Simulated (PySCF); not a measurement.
Cl2Zr, SMILES [Cl][Zr][Cl], multiplicity 1. Geometry optimised at PBE-D3(BJ)/def2-TZVP. The multiplicity is an assumed one; other spin states were not compared. The def2 effective core potentials stand for the cores of Zr; spin–orbit coupling is left out.

**Question.** Give the equilibrium geometry at PBE-D3(BJ)/def2-TZVP (PySCF confirms it by a frequency run) as Cartesian coordinates in Å, and its point group. (An estimate is asked for; the answer gives what the named calculation found.)

**Answer.** point group C2v.
```xyz
3

Zr     0.0000     0.0000     0.4969
Cl     0.0000     2.0289    -0.5846
Cl     0.0000    -2.0289    -0.5846
```
Charge 0, spin multiplicity 1.
